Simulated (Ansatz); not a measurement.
Si nanocrystals, cubic, H-capped: gap (eV) against size, from Ansatz at PBE0-D4/def2-TZVP, gas phase, singlets. N counts the atoms other than H and halogen caps. The structures are stationary points that may keep the symmetry of their start.

```csv
species,geometry,N,N^(−1/3),gap (eV)
Si13H20,PBE-D4/def2-SVP,13,0.425,6.08
Si14H20,PBE-D4/def2-SVP,14,0.415,5.93
Si17H24,PBE-D4/def2-SVP,17,0.389,5.67
Si19H28,PBE-D4/def2-SVP,19,0.375,5.67
Si32H36,PBE-D4/def2-SVP,32,0.315,5.18
```

Question: Fit a straight line in N^(−1/3) and predict the value for Si20H30 (N = 20, PBE-D4/def2-SVP geometry).

Answer: With x = N^(−1/3) and y = gap (eV): mean x = 0.3838, mean y = 5.706; Σ(x − x̄)(y − ȳ) = 0.05872, Σ(x − x̄)² = 0.007509; slope b = 7.82, intercept a = ȳ − b·x̄ = 2.705. The residuals of the fitted rows reach 0.08. At x = 0.368 the line gives 2.705 + (7.82 × 0.368) = 5.58; the run gave 5.63, 0.05 more than the line. R² of the fitted rows is 0.98. The intercept, 2.705 eV, is the line's value for infinite size, a rough extrapolation from members this small. The gap is the Kohn–Sham HOMO–LUMO difference.
